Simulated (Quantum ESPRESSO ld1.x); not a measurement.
Results of a calculation; reference values are marked as such.
Task: Radial electron density D(r) = 4 pi r^2 rho(r) of an atom or ion with 46 electrons. Level of theory: Dirac Kohn-Sham, PBEsol, spin-unpolarised, spherical densities, point nucleus (ld1.x of Quantum ESPRESSO 7.5).

r (bohr)  D(r) (e/bohr)
0.002031          4.625
0.002645          7.149
0.003444          10.86
0.004484          16.11
0.005839          23.20
0.007603          32.13
0.0099            42.33
0.01299           52.61
0.01692           59.94
0.02203           62.25
0.02869           59.16
0.03736           54.36
0.04865           54.78
0.06334           64.29
0.08248           75.98
0.1074            75.89
0.141             61.54
0.1836            52.88
0.239             59.91
0.3112            61.22
0.4053            41.05
0.5277            20.95
0.6872            18.62
0.8948            20.28
1.165             14.64
1.529             6.882
1.991             2.396
2.593            0.5969
3.376           0.09427
4.396          0.007679

What is the nuclear charge?

Result: Z = 48. The innermost maximum, from 1s, lies near gamma/Z bohr with gamma = sqrt(1 - (Z/c)^2) = 0.937, here 0.0195 bohr (found: 0.0215), and its height grows with Z. The density is that of the cadmium ion Cd2+ in [Kr] 4d10; the configuration itself is not fixed sharply by these data, and Z only to a few units. D(r) has 4 maxima, at r = 0.0215, 0.0945, 0.280, 0.846 bohr, and minima at 0.0425, 0.184, 0.619 bohr, inside which lie 2.05, 11.22, 29.01 electrons.
